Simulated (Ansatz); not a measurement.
Abridged output of a molecular run in Ansatz:

```
Functional definition: HF
969 factors; integrals over basis functions are off by at most 1.2e-3 eV
mean field evaluation 1: about -87433.5145 eV, gradient 1.6e1 eV
mean field evaluation 2: about -87433.6489 eV, gradient 1.7e1 eV
mean field evaluation 4: about -87434.7738 eV, gradient 2.1e0 eV
mean field evaluation 8: about -87434.8042 eV, gradient 1.7e-1 eV
mean field -87434.80442725 eV, -3213.1697972623 hartree, gradient 4.8e-6 eV, S^2 0.000000; 0 other end points of the search recorded, 0 dependent functions left out
19 core orbitals not correlated: weight in the atoms' cores, before any rotation towards them, 1.000 or more for the frozen orbitals, at most 0.000 for the correlated occupied ones
reference -87434.80442725 eV, -3213.1697972623 hartree; 14, 14 occupied and 127, 127 virtual orbitals, 969 factors
second order -14.30884352 eV of doubles, -0.00000000 eV of singles
cycle   1  -14.78606452 eV  change   -4.8e-1 eV  update   7.5e-2
cycle   2  -15.15786048 eV  change   -3.7e-1 eV  update   2.2e-2
cycle   3  -15.19367515 eV  change   -3.6e-2 eV  update   9.6e-3
cycle   4  -15.18466113 eV  change    9.0e-3 eV  update   2.6e-3
cycle   5  -15.18508289 eV  change   -4.2e-4 eV  update   1.0e-3
cycle   6  -15.18473453 eV  change    3.5e-4 eV  update   3.0e-4
cycle   7  -15.18463730 eV  change    9.7e-5 eV  update   9.7e-5
cycle   8  -15.18469418 eV  change   -5.7e-5 eV  update   3.4e-5
cycle   9  -15.18469332 eV  change    8.6e-7 eV  update   1.1e-5
perturbative correction -0.58139447 eV, -0.0213658526 hartree
Total energy: -87450.57051504 eV, -3213.7491903019 hartree
```

Its atoms:

```xyz
5

S    -1.6051    0.0969   -0.5827
Al    0.5011    0.3750   -0.1387
Br    1.5022   -1.0424    1.2986
H    -1.7095   -0.9714    0.2275
H     1.3113    1.5419   -0.8048
```

Task: Which basis set was used?
A. def2-TZVPPD
B. def2-SVPD
C. def2-SVP
D. def2-TZVPP

Result: D. It gives 160 functions.

Task: Write the keys of the input that set method, charge and spin (a neutral closed shell needs none for the last two).

Result: 
```yaml
correlation: {method: ccsd_t}
```
